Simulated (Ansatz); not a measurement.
C2H6ClNSi, SMILES `C=CN[SiH2]Cl`. Charge 0, multiplicity 1.

Z-matrix (Å, degrees):
```
Si
Cl 1 2.062
N 1 1.712 2 114.0
H 1 1.477 2 106.8 3 118.7
H 1 1.478 2 106.3 3 -119.1
C 3 1.387 1 125.4 2 -80.1
H 3 1.010 1 119.0 2 86.3
C 6 1.330 3 126.2 1 169.0
H 6 1.087 3 113.8 1 -11.9
H 8 1.080 6 120.2 3 178.6
H 8 1.085 6 122.0 3 -1.3
```

Q: List the harmonic frequencies (cm⁻¹, unscaled) at PBE0-D4/def2-TZVP in Ansatz. (Estimate.)

A: Computed: 61, 100, 199, 248, 432, 511, 545, 606, 710, 759, 843, 846, 891, 925, 1004, 1028, 1234, 1340, 1357, 1467, 1721, 2264, 2277, 3166, 3171, 3269, 3604.

Q: Is this a minimum?

A: Yes, all 27 modes are real.

Q: Give the ideal-gas thermochemistry at 298.15 K and 1 bar (rigid rotor, harmonic oscillator; point group C1, symmetry number 1).

A: Zero-point energy 206.8 kJ/mol; H(298) − E = 227.2 kJ/mol; entropy 348.2 J/(mol·K), of which translation 167.2, rotation 115.5, vibration 65.5; G(298) − E = 123.4 kJ/mol. Modes under 100 cm⁻¹ are hindered rotations or soft bends, so the harmonic entropy is rough.

Q: Rotational constants (cm⁻¹)?

A: 0.2477, 0.04684, 0.04189.
